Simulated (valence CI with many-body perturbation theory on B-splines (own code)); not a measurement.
Results of a calculation; reference values are marked as such.
# Ladder of approximations for Re⁶⁷⁺

Level of theory: valence CI with perturbative core correlation (CI+MBPT): six valence electrons over a frozen Dirac-Fock core [He], radial functions for each j: 9 s, 9 p, 8 d, 6 f, 3 g, 1 h, with the one-electron correlation potential Σ1 (screened to all orders), the two-electron term Σ2, the three-electron term Σ3, Breit, model QED; selected single and double excitations, second order for the rest, scaled by the run's own slope (own B-spline code, finite nucleus).

No measured spectrum was set against this ion. As an estimate, large intervals hold to a few tenths of a per cent, small ones and those within an open d or f shell to about a per cent. Among the levels kept, up to 2100 cm⁻¹ of a level comes from second order outside the variational space, and about a tenth of that is noise between levels of different J, which matters for small intervals.

Each rung adds one term. CI alone is the Dirac-Coulomb CI over the frozen core; QED comes last and gives the full result, which names the levels. Energies are above (2s^2 2p1/2^2 2p3/2^2) J=2 on the same rung, in × 10³ cm⁻¹.

Levels are named by their leading jj configuration (3d3/2^4 stands for four electrons in 3d with j = 3/2), which in mixed levels can hold well under half, so a name can repeat and another be missing. Letters in brackets count levels of one name in rising energy.

```tsv
Level	CI alone	+ Σ1	+ Σ2	+ Σ3	+ Breit	Full
(2s^2 2p1/2^2 2p3/2^2) J=0	429.23	429.23	431.42	431.04	501.75	501.53
(2s^2 2p1/2 2p3/2^3) J=1	12110	12112	12112	12112	11993	12008
(2s^2 2p1/2 2p3/2^3) J=2	12328	12330	12330	12330	12144	12160
(2s 2p1/2^2 2p3/2^3) J=2	15525	15524	15521	15519	15498	15362
(2s 2p1/2^2 2p3/2^3) J=1	16196	16195	16191	16188	16190	16054
(2s^2 2p3/2^4) J=0	24606	24610	24613	24611	24351	24380
(2s 2p1/2 2p3/2^4) J=0	27731	27732	27732	27729	27590	27469
(2s 2p1/2 2p3/2^4) J=1	28083	28084	28082	28078	27902	27781
(2p1/2^2 2p3/2^4) J=0	32016	32014	32008	32003	32000	31729
(2s^2 2p1/2^2 2p3/2 3s) J=2	71715	71717	71718	71717	71627	71652
(2s^2 2p1/2^2 2p3/2 3s) J=1	71785	71787	71789	71787	71702	71727
(2s^2 2p1/2^2 2p3/2 3p1/2) J=1	72709	72710	72711	72709	72676	72658
(2s^2 2p1/2^2 2p3/2 3p1/2) J=2	72738	72740	72741	72739	72688	72669
(2s^2 2p1/2^2 2p3/2 3p3/2) J=3	76208	76210	76211	76210	76108	76094
(2s^2 2p1/2^2 2p3/2 3p3/2) J=1	76206	76208	76209	76207	76112	76098
(2s^2 2p1/2^2 2p3/2 3p3/2) J=2	76440	76442	76442	76441	76350	76336
(2s^2 2p1/2^2 2p3/2 3p3/2) J=0	76628	76630	76632	76630	76566	76552
(2s^2 2p1/2^2 2p3/2 3d3/2) J=2	77198	77200	77202	77200	77107	77086
(2s^2 2p1/2^2 2p3/2 3d3/2) J=3	77283	77285	77287	77286	77173	77153
(2s^2 2p1/2^2 2p3/2 3d3/2) J=1	77294	77296	77298	77296	77204	77184
(2s^2 2p1/2^2 2p3/2 3d3/2) J=0	77291	77293	77296	77294	77237	77217
(2s^2 2p1/2^2 2p3/2 3d5/2) J=4	78104	78106	78109	78107	77977	77959
(2s^2 2p1/2^2 2p3/2 3d5/2) J=2	78192	78194	78196	78194	78074	78055
(2s^2 2p1/2^2 2p3/2 3d5/2) J=3	78335	78337	78339	78337	78203	78185
(2s^2 2p1/2^2 2p3/2 3d5/2) J=1	78415	78417	78418	78417	78309	78291
(2s^2 2p1/2 2p3/2^2 3s) J=2 [a]	83727	83731	83733	83731	83486	83526
(2s^2 2p1/2 2p3/2^2 3s) J=1 [a]	83827	83831	83833	83831	83586	83626
(2s^2 2p1/2 2p3/2^2 3s) J=3	84014	84018	84020	84018	83684	83724
(2s^2 2p1/2 2p3/2^2 3s) J=2 [b]	84076	84080	84082	84080	83756	83797
(2s^2 2p1/2 2p3/2^2 3s) J=0	84336	84340	84343	84341	84126	84166
(2s^2 2p1/2 2p3/2^2 3s) J=1 [b]	84375	84379	84381	84378	84154	84194
```

(1) How does the ionisation energy move along the ladder, and which term matters most?

Answers

(1) CI alone 16801, + Σ1 16801, + Σ2 16802, + Σ3 16802, + Breit 16785, + QED 16782 eV. The largest step is Breit, -17 eV. NIST lists 16780 ± 40 eV (theoretical).
